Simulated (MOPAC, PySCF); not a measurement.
[Cd(F)(Cl)], neutral singlet in the gas phase. 

Cartesian coordinates (Å):
```xyz
3

Cd    -0.0333     0.0077    -0.0453
F      1.6478     0.4126     0.8260
Cl    -2.0111    -0.4686    -1.0723
```
Charge 0, multiplicity 1.

All levels are single points at this geometry (BP86-D3(BJ)/def2-SVP); Pople sets use spherical d functions. Orbital energies aren't observables, and empty levels follow the basis.

```tsv
level	HOMO (eV)	LUMO (eV)	gap (eV)	dipole (D)	vertical IE, Delta-SCF (eV)
B3LYP-D3(BJ)/def2-TZVP in PySCF	-8.85	-2.76	6.09	0.59	–
PBE-D3(BJ)/def2-TZVP in PySCF	-7.70	-3.32	4.38	0.50	–
TPSSh-D3(BJ)/def2-TZVP in PySCF	-8.33	-2.77	5.56	0.45	–
B3LYP/6-31G* (LANL2DZ on Cd) in PySCF	-8.60	-2.59	6.01	0.29	11.29
B3LYP/LANL2DZ in PySCF	-8.73	-2.84	5.89	0.17	–
PM3 in MOPAC	-11.09	-0.46	10.63	1.44	–
```
